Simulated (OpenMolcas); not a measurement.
A run on Mn2+ with its 6 nearest fluoride ions at 2.096 Å, on the Li site of LiF (a = 4.028 Å, distance in the model lattice 2.014 Å). The rest of the host is ab initio model potentials to 7.6 Å and point charges beyond; the distance is set by hand and nothing relaxes, and no local charge compensation is placed. Ligand basis ANO-RCC-VDZP.

```json
{"Program": "OpenMolcas 26.06", "Method": "SS-CASPT2, IPEA 0.25 Eh, imaginary shift 0.1 Eh (closed shells correlated: 3s 3p and the ligand valence shells)", "Basis": "ANO-RCC-VDZP [5s4p2d1f]", "Scalar Hamiltonian": "DKH2, point nucleus", "Active space": "5 electrons in 5 orbitals (3d)", "State averaging": "2S+1 = 6 even, 1 root; 2S+1 = 4 even, 24 roots; 2S+1 = 2 even, 75 roots", "Spin-orbit coupling": "state interaction with AMFI integrals over the reference wave functions"}
```

118 basis functions. Blocks (2S+1, parity, CSFs, roots kept): 6, even, 1, 1; 4, even, 24, 24; 2, even, 75, 75.

How long do the CASPT2 steps take on 1 thread of Arm Neoverse V1, on a shared host?

About 3 min of wall time, without the integral step.
